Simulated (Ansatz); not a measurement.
Reaction (ligand exchange at the Si–C bond): `O[SiH2]C([SiH3])Cl` + `N[SiH2][SiH2]Cl` → `[SiH3]N[SiH2][SiH2]Cl` + `O[SiH2]CCl`

Computed with Ansatz on PBE0-D4/def2-TZVP structures; ΔE is electronic, products minus reactants. CCSD(T)/CBS adds triple-zeta CCSD(T) − MP2 to the extrapolated MP2 energy (def2 sets, frozen cores). DFT in def2-TZVPP. Each species was taken in one conformer, which may not be the lowest.

| level | ΔE (kcal/mol) | difference from CCSD(T)/CBS |
| --- | --- | --- |
| PBE0-D4 | -12.0 | 0.7 |
| ωB97X-V | -12.8 | -0.1 |
| ωB97M-V | -12.7 | 0.0 |
| HF/def2-TZVPP | -15.5 | -2.8 |
| SCS-MP2/def2-TZVPP | -13.5 | -0.8 |
| CCSD/def2-TZVPP | -13.3 | -0.6 |
| CCSD(T)/def2-TZVPP | -12.8 | -0.1 |
| HF/def2-QZVPP | -15.7 | -3.0 |
| SCS-MP2/def2-QZVPP | -13.5 | -0.8 |
| HF/CBS(def2) | -15.7 | -3.0 |
| CCSD(T)/CBS | -12.7 | 0 |

Largest T1 diagnostic among the species: 0.011.

In def2-TZVPP, CCSD(T) changes the Hartree–Fock value by +2.7 kcal/mol (the triples alone add +0.5 kcal/mol) and MP2 by +2.6 kcal/mol. From PBE to PBE0 (25 % exact exchange), in def2-TZVPP and without D4, ΔE moves by −1.0 kcal/mol.
